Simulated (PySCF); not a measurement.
Radial density of Sc³⁺ (scandium, charge +3)

B2PLYP, [Ar], closed-shell 1S. All numbers are calculated (PySCF 2.14, the spin-free X2C one-electron Hamiltonian (Gaussian nucleus), in aug-cc-pVDZ-DK).

```tsv
r (bohr)	4πr²ρ (e/bohr)
0.00131	0.1678
0.00220	0.4305
0.00370	1.081
0.00622	2.618
0.0105	5.953
0.0176	12.10
0.0296	20.30
0.0498	24.88
0.0838	20.58
0.141	19.45
0.237	26.41
0.399	14.72
0.671	6.824
1.13	7.577
1.90	1.411
3.19	0.02044
5.37	0.0007548
9.03	0.0004061
15.2	0.0001011
```

Densities and radii are taken from the X2C orbitals without a picture-change correction, which distorts them close to the nucleus.
